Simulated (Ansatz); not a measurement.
**A basis-limit estimate, worked out**

An elementary step of Si4NH14ClO, closed shell (Si₄H₉Cl ([SiH3][Si]([SiH3])([SiH3])[Cl]) + H₂O + NH₃ → Si₃H₇Cl ([SiH3][SiH]([SiH3])[Cl]) + SiH₄O ([OH][SiH3]) + NH₃; bonds formed: Si1–H8, Si2–O9; bonds broken: Si1–Si2, H8–O9). “Start” is the structure reached by relaxing down from the saddle towards the reactants; PBE0-D4/def2-TZVP structures. The saddle:

```xyz
21
angstrom
Si -0.6530 0.2751 -0.6010
Si -0.4317 1.5100 1.9035
Si 0.4761 -0.1421 -2.6168
Si -1.5244 -1.7741 0.1119
Cl -2.3371 1.3398 -1.4026
H 2.3645 -0.6991 0.3931
N 1.5524 -1.3008 0.4580
H 0.5937 1.8491 0.0322
O 0.8745 2.3621 0.9021
H -1.8791 1.6470 1.6103
H 0.0284 0.2268 2.4745
H -0.1979 2.5264 2.9847
H -0.3847 -0.8826 -3.5820
H 0.8675 1.1453 -3.2628
H 1.7307 -0.9322 -2.4378
H -0.7968 -2.9266 -0.4948
H -2.9658 -1.9126 -0.2340
H -1.3998 -1.9174 1.5937
H 1.4767 -1.6117 1.4188
H 1.7348 -2.1151 -0.1162
H 0.8712 3.3328 0.8655
```

Program: Ansatz 0.2.0. Basis: def2-TZVPP and def2-QZVPP. Cores are frozen in the correlated methods.

Energies in eV:

| quantity | saddle | start |
| --- | --- | --- |
| Hartree–Fock, triple zeta (X = 3) | -47695.16601 | -47697.51130 |
| Hartree–Fock, quadruple zeta (X = 4) | -47696.65439 | -47698.98480 |
| MP2 correlation, X = 3 | -33.44062 | -32.95298 |
| MP2 correlation, X = 4 | -36.06354 | -35.57065 |
| CCSD(T) correlation, X = 3 | -37.68822 | -37.26188 |

Problem. Work out the barrier at the basis limit: extrapolate Hartree–Fock as E(X) = E∞ + A exp(−7.88 √X) and the MP2 correlation as E(X) = E∞ + B X^−2.97 (the exponents that Neese and Valeev fitted for def2-TZVPP and QZVPP), then add CCSD(T) − MP2 in triple zeta.

Solution. Each step is linear, so take the differences first (saddle − start): Hartree–Fock 2.34529 (X = 3) and 2.33041 (X = 4); MP2 correlation -0.48764 and -0.49289; CCSD(T) correlation -0.42634.
Two points give E∞ = E(4) + w [E(4) − E(3)], with w = 1/(exp(7.88 (2 − √3)) − 1) = 0.1377 for Hartree–Fock and w = 1/((4/3)^2.97 − 1) = 0.7407 for the correlation.
Hartree–Fock: 2.33041 + 0.1377 × (-0.01488) = 2.3284 eV.
MP2 correlation: -0.49289 + 0.7407 × (-0.00525) = -0.4968 eV.
CCSD(T) − MP2: -0.42634 − (-0.48764) = 0.0613 eV.
Sum: 2.3284 + (-0.4968) + 0.0613 = 1.8929 eV, or 43.65 kcal/mol. Plain CCSD(T) in triple zeta gives 1.9189 eV, so the larger basis shifts the result by -0.0260 eV.

T1 diagnostic: at most 0.013.

Labels in which every atom is bracketed show which atoms are joined, not bond orders.

For scale, one of the runs: CCSD(T)/def2-TZVPP, 468 basis functions, launched by `ansatz run in.yaml --threads 4 --pin off --events-out ev --progress --plain --max-ram 66560MiB --backend cuda --devices 0, --max-vram 37GiB`. Hardware: 4 CPU threads of an AMD EPYC 7R13 and a share of one NVIDIA H100, shared host. Wall time 48 s; peak host memory 1.3 GiB.
